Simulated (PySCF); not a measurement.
Isomers of C6H13PS, mass 148.048 u with the commonest isotopes. Method: PBE0/pcSseg-1 in PySCF (dipole) on a GFN2-xTB geometry, gas phase. One conformer each, none proved a minimum here; rigid rotors.

Task: Order these by rotational constant B, smallest first.
A. `[CH3:1][CH2:2][P:3]1[CH2:4][CH2:5][S:6][CH2:7][CH2:8]1` with C1–C2–P3–C4 -176°, C2–P3–C4–C5 164°, P3–C4–C5–S6 -72°, C4–C5–S6–C7 62°, C5–S6–C7–C8 -62°
B. `[CH3:1][C@@H:2]1[CH2:3][CH2:4][P@@H:5](=[S:6])[C@@H:7]1[CH3:8]` with C1–C2–C3–C4 -72°, C2–C3–C4–P5 -34°, C3–C4–P5–S6 -117°, C4–P5–C7–C8 147°
C. `[CH3:1][P:2]1(=[S:3])[CH2:4][CH2:5][CH2:6][CH2:7][CH2:8]1` with C1–P2–C4–C5 66°, P2–C4–C5–C6 57°, C4–C5–C6–C7 -66°, C5–C6–C7–C8 66°

Result: A (871.2 MHz), C (1007 MHz), B (1099 MHz).

Task: Order these by radius of gyration √(Σ m r²/M), smallest first.
A. `[CH3:1][P:2]1(=[S:3])[CH2:4][CH2:5][CH2:6][CH2:7][CH2:8]1` with C1–P2–C4–C5 66°, P2–C4–C5–C6 57°, C4–C5–C6–C7 -66°, C5–C6–C7–C8 66°
B. `[CH3:1][CH2:2][P:3]1[CH2:4][CH2:5][S:6][CH2:7][CH2:8]1` with C1–C2–P3–C4 -176°, C2–P3–C4–C5 164°, P3–C4–C5–S6 -72°, C4–C5–S6–C7 62°, C5–S6–C7–C8 -62°
C. `[CH3:1][C@@H:2]1[CH2:3][CH2:4][P@@H:5](=[S:6])[C@@H:7]1[CH3:8]` with C1–C2–C3–C4 -72°, C2–C3–C4–P5 -34°, C3–C4–P5–S6 -117°, C4–P5–C7–C8 147°

Result: A (2.045 Å), C (2.070 Å), B (2.195 Å).

Task: Order these by rotational constant C, largest first.
A. `[CH3:1][C@@H:2]1[CH2:3][CH2:4][P@@H:5](=[S:6])[C@@H:7]1[CH3:8]` with C1–C2–C3–C4 -72°, C2–C3–C4–P5 -34°, C3–C4–P5–S6 -117°, C4–P5–C7–C8 147°
B. `[CH3:1][P:2]1(=[S:3])[CH2:4][CH2:5][CH2:6][CH2:7][CH2:8]1` with C1–P2–C4–C5 66°, P2–C4–C5–C6 57°, C4–C5–C6–C7 -66°, C5–C6–C7–C8 66°
C. `[CH3:1][CH2:2][P:3]1[CH2:4][CH2:5][S:6][CH2:7][CH2:8]1` with C1–C2–P3–C4 -176°, C2–P3–C4–C5 164°, P3–C4–C5–S6 -72°, C4–C5–S6–C7 62°, C5–S6–C7–C8 -62°

Result: B (961.2 MHz), A (857.7 MHz), C (745.3 MHz).

```
                      SMILES  point group  Ia (u·Å²)  Ib (u·Å²)  Ic (u·Å²)      κ  μa (D)  μb (D)  μc (D)
C[C@@H]1CC[P@@H](=S)[C@@H]1C           C1     219.87     459.88     589.21  -0.67    5.06    0.40    0.46
                  CCP1CCSCC1           C1     169.06     580.12     678.06  -0.89    1.46    0.18    0.34
               CP1(=S)CCCCC1           Cs     210.82     502.06     525.76  -0.94    5.00    0.00    1.81
```
